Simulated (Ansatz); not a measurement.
Reaction (redistribution): `NB(S)Br` + `[OH][Sn][O][SiH3]` → `NB(S)O[SiH3]` + `[OH][Sn][Br]`

Gas-phase electronic energies from Ansatz, PBE0-D4/def2-TZVP geometries. CCSD(T)/CBS is the MP2 limit (def2-TZVPP, def2-QZVPP) plus CCSD(T) − MP2 in def2-TZVPP, frozen cores. Functionals use def2-TZVPP. B3LYP here is the variant with VWN-RPA as its local correlation; programs differ in this. def2 core potentials past Kr. For Br, Sn outer-core shells are correlated without core-valence functions, which leaves a few kJ/mol of doubt a bond. Scalar relativity is left out up to krypton. One conformer a species, not always the lowest.

`NB(S)Br`:

Z-matrix (Å, degrees):
```
N
B 1 1.389
H 1 1.005 2 122.2
H 1 1.006 2 123.1 3 -180.0
S 2 1.813 1 120.6 3 -180.0
Br 2 1.938 1 118.4 3 0.0
H 5 1.340 2 96.3 1 -180.0
```

`[OH][Sn][O][SiH3]`:

```xyz
8

O     0.428   -2.275   -0.820
Sn    1.885   -0.976   -1.090
O     0.993    0.598   -0.264
Si   -0.394    1.045    0.463
H    -0.366   -1.944   -0.387
H    -1.043    2.155   -0.285
H    -1.367   -0.091    0.523
H    -0.136    1.488    1.859
```

`NB(S)O[SiH3]`:

Cartesian coordinates in Å:
```
N 0.598 -1.681 -0.988
B 0.084 -0.444 -0.580
S -0.835 0.673 -1.719
O 0.275 -0.047 0.713
Si -0.149 1.210 1.681
H 1.096 -2.269 -0.341
H 0.515 -2.054 -1.914
H -0.780 -0.124 -2.796
H -1.155 0.741 2.666
H -0.715 2.328 0.883
H 1.067 1.668 2.395
```

`[OH][Sn][Br]`:

Cartesian coordinates in Å:
```
O 0.344 0.694 -0.667
Sn 0.455 -0.858 0.549
Br -1.967 -0.757 1.225
H 1.168 0.921 -1.107
```

```json
{"level": "PBE-D4", "ΔE (kJ/mol)": "-84.4", "difference from CCSD(T)/CBS": "-0.7"}
{"level": "r2SCAN-D4", "ΔE (kJ/mol)": "-90.0", "difference from CCSD(T)/CBS": "-6.3"}
{"level": "PBE0-D4", "ΔE (kJ/mol)": "-90.9", "difference from CCSD(T)/CBS": "-7.2"}
{"level": "B3LYP-D4", "ΔE (kJ/mol)": "-93.1", "difference from CCSD(T)/CBS": "-9.4"}
{"level": "ωB97X-V", "ΔE (kJ/mol)": "-85.3", "difference from CCSD(T)/CBS": "-1.6"}
{"level": "ωB97M-V", "ΔE (kJ/mol)": "-87.6", "difference from CCSD(T)/CBS": "-3.9"}
{"level": "B2PLYP", "ΔE (kJ/mol)": "-88.2", "difference from CCSD(T)/CBS": "-4.5"}
{"level": "B3LYP", "ΔE (kJ/mol)": "-95.8", "difference from CCSD(T)/CBS": "-12.1"}
{"level": "HF/def2-TZVPP", "ΔE (kJ/mol)": "-111.2", "difference from CCSD(T)/CBS": "-27.5"}
{"level": "MP2/def2-TZVPP", "ΔE (kJ/mol)": "-75.9", "difference from CCSD(T)/CBS": "7.8"}
{"level": "SCS-MP2/def2-TZVPP", "ΔE (kJ/mol)": "-78.3", "difference from CCSD(T)/CBS": "5.4"}
{"level": "CCSD/def2-TZVPP", "ΔE (kJ/mol)": "-85.2", "difference from CCSD(T)/CBS": "-1.5"}
{"level": "CCSD(T)/def2-TZVPP", "ΔE (kJ/mol)": "-81.0", "difference from CCSD(T)/CBS": "2.7"}
{"level": "HF/def2-QZVPP", "ΔE (kJ/mol)": "-111.8", "difference from CCSD(T)/CBS": "-28.1"}
{"level": "HF/CBS(def2)", "ΔE (kJ/mol)": "-111.8", "difference from CCSD(T)/CBS": "-28.1"}
{"level": "MP2/CBS(def2)", "ΔE (kJ/mol)": "-78.6", "difference from CCSD(T)/CBS": "5.1"}
{"level": "CCSD(T)/CBS", "ΔE (kJ/mol)": "-83.7", "difference from CCSD(T)/CBS": "0"}
```

Largest T1 diagnostic among the species: 0.016.

From PBE to PBE0 (25 % exact exchange), in def2-TZVPP and without D4, ΔE moves by −6.2 kJ/mol. In def2-TZVPP, CCSD(T) changes the Hartree–Fock value by +30.2 kJ/mol (the triples alone add +4.1 kJ/mol) and MP2 by +35.3 kJ/mol.
